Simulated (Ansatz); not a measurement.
`Cl[SiH2]OC1CO1`, relaxed with RKS PBE0-D4/def2-TZVP in Ansatz 0.2.0 from a PBE-D4/def2-SVP geometry. The force threshold is 0.005 eV/Å; the program also tests the step.

Total charge 0; spin multiplicity 1.

Start:

```xyz
11

Cl    1.298   -0.089    2.837
Si    1.703   -0.284    0.805
O     0.319   -0.793   -0.007
C    -0.881   -0.094   -0.016
C    -1.477    0.270   -1.308
O    -0.844    1.247   -0.453
H     2.190    1.041    0.309
H     2.687   -1.387    0.594
H    -1.504   -0.286    0.882
H    -2.573    0.369   -1.419
H    -0.916    0.007   -2.225
```

```json
{"step": "1", "energy (eV)": "-26640.0055", "largest force (eV/Å)": "0.652", "largest move (Å)": "0.000"}
{"step": "2", "energy (eV)": "-26640.0703", "largest force (eV/Å)": "0.484", "largest move (Å)": "0.039"}
{"step": "3", "energy (eV)": "-26640.0820", "largest force (eV/Å)": "0.109", "largest move (Å)": "0.021"}
{"step": "4", "energy (eV)": "-26640.0828", "largest force (eV/Å)": "0.028", "largest move (Å)": "0.009"}
{"step": "5", "energy (eV)": "-26640.0830", "largest force (eV/Å)": "0.023", "largest move (Å)": "0.006"}
{"step": "6", "energy (eV)": "-26640.0832", "largest force (eV/Å)": "0.019", "largest move (Å)": "0.010"}
{"step": "7", "energy (eV)": "-26640.0833", "largest force (eV/Å)": "0.011", "largest move (Å)": "0.008"}
{"step": "8", "energy (eV)": "-26640.0833", "largest force (eV/Å)": "0.016", "largest move (Å)": "0.006"}
{"step": "9", "energy (eV)": "-26640.0833", "largest force (eV/Å)": "0.010", "largest move (Å)": "0.003"}
{"step": "10", "energy (eV)": "-26640.0833", "largest force (eV/Å)": "0.006", "largest move (Å)": "0.002"}
{"step": "11", "energy (eV)": "-26640.0833", "largest force (eV/Å)": "0.006", "largest move (Å)": "0.003"}
{"step": "12", "energy (eV)": "-26640.0833", "largest force (eV/Å)": "0.004", "largest move (Å)": "0.003"}
{"step": "13", "energy (eV)": "-26640.0833", "largest force (eV/Å)": "0.002", "largest move (Å)": "0.006"}
{"step": "14", "energy (eV)": "-26640.0833", "largest force (eV/Å)": "0.005", "largest move (Å)": "0.011"}
{"step": "15", "energy (eV)": "-26640.0833", "largest force (eV/Å)": "0.005", "largest move (Å)": "0.009"}
{"step": "16", "energy (eV)": "-26640.0833", "largest force (eV/Å)": "0.004", "largest move (Å)": "0.009"}
```

End:

```xyz
11

Cl    1.265   -0.124    2.801
Si    1.685   -0.287    0.798
O     0.342   -0.749   -0.024
C    -0.858   -0.075   -0.027
C    -1.479    0.251   -1.298
O    -0.843    1.246   -0.487
H     2.184    1.029    0.353
H     2.658   -1.376    0.598
H    -1.450   -0.246    0.869
H    -2.559    0.340   -1.379
H    -0.944   -0.009   -2.206
```

Run time 73 s (4 threads of an Arm Neoverse V1 on a shared host); peak host memory 0.69 GiB.
